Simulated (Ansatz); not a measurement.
`[F][Ga]([F])[SeH]` and `[F][Ga]([F])[I]` differ in one atom or group.

Ansatz, PBE0-D4/def2-TZVP geometries, multiplicity 1. Each molecule was computed in one conformer, which needn't be the lowest.

Elements past krypton have def2 core potentials. Scalar relativity is left out up to krypton.

```csv
property,`[F][Ga]([F])[SeH]`
HOMO–LUMO gap (B3LYP/def2-TZVPP) / eV,5.83
LUMO energy (B3LYP/def2-TZVPP) / eV,-2.10
HOMO–LUMO gap (PBE0/def2-TZVPP) / eV,6.42
HOMO energy (ωB97M-V/def2-TZVPP) / eV,-10.32
size of the dipole moment (B3LYP/def2-TZVPP) / D,2.56
HOMO energy (PBE/def2-TZVPP) / eV,-6.98
```

(1) Give the same properties after the change, and the shifts. (Estimate.)

Answers

(1) Computed: 
| property | `[F][Ga]([F])[I]` | shift |
| --- | --- | --- |
| HOMO–LUMO gap (B3LYP/def2-TZVPP) / eV | 5.71 | -0.12 |
| LUMO energy (B3LYP/def2-TZVPP) / eV | -2.64 | -0.54 |
| HOMO–LUMO gap (PBE0/def2-TZVPP) / eV | 6.31 | -0.11 |
| HOMO energy (ωB97M-V/def2-TZVPP) / eV | -10.74 | -0.42 |
| size of the dipole moment (B3LYP/def2-TZVPP) / D | 2.16 | -0.40 |
| HOMO energy (PBE/def2-TZVPP) / eV | -7.40 | -0.42 |

With PBE0 the HOMO falls by 0.43 eV and the LUMO falls by 0.54 eV, so the gap narrows by about 0.11 eV. PBE moves the HOMO by -0.42 eV and ωB97M-V by -0.42 eV. The zero-point energy changes by -20.0 kJ/mol with -3 modes. Dipoles are sizes alone; their direction can turn.

B3LYP here is the variant with VWN-RPA as its local correlation; programs differ in this.

Spin–orbit coupling is left out; it splits and shifts lone-pair levels of the heavy atoms by tenths of an eV.
